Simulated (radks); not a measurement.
Results of a calculation; reference values are marked as such.
The nitrogen anion N-, [He] 2s2 2p4, held by a Watson sphere: a shell of charge +1.18 at radius R that stands for the Madelung well of a crystal (potential energy -1.18/R inside, -1.18/r outside, in hartree with lengths in bohr). Code: a radial shooting solver on a logarithmic mesh with Libxc functionals. Model: non-relativistic Kohn-Sham, LB94 model potential, spin-polarised, spherical densities, point nucleus; open shells are filled with parallel spins first. Response by self-consistent Sternheimer equations with the Hartree and adiabatic LDA kernel. The sphere does not respond.

| R (bohr) | e(2s down) (eV) | e(2p up) (eV) | e(2p down) (eV) | <r> 2p (bohr) | sum of <r^2> (bohr^2) | X-ray form factor at sin(theta)/lambda = 0.3 1/angstrom | alpha (bohr^3) |
|---|---|---|---|---|---|---|---|
| 1.64 | -24.936 | -15.958 | -14.052 | 1.507 | 15.74 | 3.398 | 8.565 |
| 1.66 | -24.855 | -15.888 | -13.987 | 1.511 | 15.81 | 3.392 | 8.663 |
| 1.68 | -24.775 | -15.817 | -13.922 | 1.515 | 15.88 | 3.387 | 8.763 |
| 1.84 | -24.144 | -15.263 | -13.407 | 1.545 | 16.43 | 3.352 | 9.579 |
| 3.08 | -20.339 | -11.741 | -10.025 | 1.715 | 19.43 | 3.274 | 16.78 |
| 3.12 | -20.246 | -11.651 | -9.937 | 1.719 | 19.50 | 3.273 | 17.02 |
| 3.36 | -19.716 | -11.137 | -9.431 | 1.741 | 19.86 | 3.272 | 18.45 |
